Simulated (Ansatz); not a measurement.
Results of the Gaussian-basis code of Ansatz.

A structure relaxed at PBE0-D4/def2-TZVP, charge 0, multiplicity 1:

Cartesian coordinates in Å:
```
C -0.475 0.870 0.133
O 0.039 0.455 -1.106
Ge 0.903 -1.072 -1.459
O 0.911 -1.862 0.146
H -0.939 1.851 0.009
H -1.243 0.182 0.511
H 0.311 0.966 0.894
H 0.493 -1.390 0.872
```

**Question.** Give its formula and SMILES.

**Answer.** CH4GeO2, `C[O][Ge][OH]`.

**Question.** Point group (tolerance 0.08 Å, 0.16 Å for H)?

**Answer.** Cs.

**Question.** Summarise the bond lengths by kind.

**Answer.** 1 × C–O 1.404 Å; 3 × C–H 1.093 to 1.098 Å; 2 × Ge–O 1.789 to 1.790 Å; 1 × H–O 0.962 Å.
